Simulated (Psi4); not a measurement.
Cl4OW, charge -1, doublet, geometry from GFN2-xTB (such geometries of metal compounds can be far from the true shape) (the multiplicity is a formal guess) (core potentials on W) (a gas-phase anion, which may not be bound at this level). Base run: Psi4 with BLYP/def2-SVP.

Here is a job for Psi4.
```
memory 2 GB

molecule mol {
-1 2
W     0.215629   -0.066273   -0.117964
O     1.640829   -0.504306   -0.897651
Cl    0.445707   -0.516322    2.168240
Cl   -1.280555    0.772912   -1.711518
Cl   -1.237816   -1.898658   -0.080165
Cl    0.361891    2.167873    0.559359
}

set {
  basis def2-svp
  reference uks
}

energy('blyp')
print_variables()
```

Each row names what was changed in the base input (with any setting that the change needs).

```tsv
change	basis functions	E (Eh)	core-seconds (rough)
base	118	-1982.79593	7
basis = def2-SV(P)	111	-1982.77275	7
basis = def2-SVPD	166	-1982.84411	10
basis = def2-TZVP	219	-1983.55535	20
basis = def2-TZVPP	255	-1983.55963	20
basis = def2-TZVPD	267	-1983.56298	30
```

Totals compare only among sets that treat the same electrons; sets with core potentials leave the core out.

Open shells are given as the SCF converged; they aren't shown to be the lowest states, and a large step between rows can be another state.

A gas-phase anion may not be bound at this level; its values then depend on the basis.
